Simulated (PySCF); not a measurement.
## Potential energy of ZnI along the bond

Set-up: PySCF, scalar-relativistic core potentials, basis sets Zn def2-SVP, I def2-SVP with ECP28. Energies in eV from Zn + I in their ground configurations at the same level. State: ²Σ⁺ (doublet), unpaired electrons σ ↑.

```csv
R (Å),BLYP,PBE0,UHF-MP2
2.174,-0.360,-0.860,-0.769
2.275,-0.813,-1.276,-1.208
2.376,-1.069,-1.494,-1.436
2.452,-1.171,-1.566,-1.508
2.528,-1.219,-1.583,-1.519
2.604,-1.226,-1.559,-1.485
2.705,-1.192,-1.483,-1.389
2.831,-1.107,-1.346,-1.220
2.983,-0.976,-1.155,-0.983
3.185,-0.794,-0.902,-0.665
```

Question: Put a parabola through the three lowest points of the BLYP curve and estimate Re, k and ωe (reduced mass 42.51 u; 1 eV/Å² = 0.16022 mdyn/Å; ωe = 1302.8·√(k/μ) cm⁻¹).

Answer: Through R = 2.528, 2.604, 2.705 Å the second-order coefficient is 2.42 eV/Å², so Re ≈ 2.585 Å, k ≈ 0.776 mdyn/Å and ωe ≈ 176 cm⁻¹. A polynomial fit of higher order to the unrounded BLYP energies gives Re = 2.581 Å, k = 0.882 mdyn/Å, ωe = 188 cm⁻¹; anharmonicity and rounding make the difference.

The higher-order fit for each curve: BLYP: Re = 2.581 Å, ωe = 188 cm⁻¹, De = 1.23 eV; PBE0: Re = 2.517 Å, ωe = 217 cm⁻¹, De = 1.58 eV; UHF-MP2: Re = 2.506 Å, ωe = 234 cm⁻¹, De = 1.52 eV.

Correlated steps freeze 9 core orbitals. Correlated levels converge slowly with the basis: in double zeta they bind strong bonds too weakly, by up to about 1 eV, and carry superposition errors of some tenths. These are scalar-relativistic numbers at best; spin–orbit coupling would shift them, the dissociation energy most. The state was picked by a PBE0 search and need not be the measured ground state.
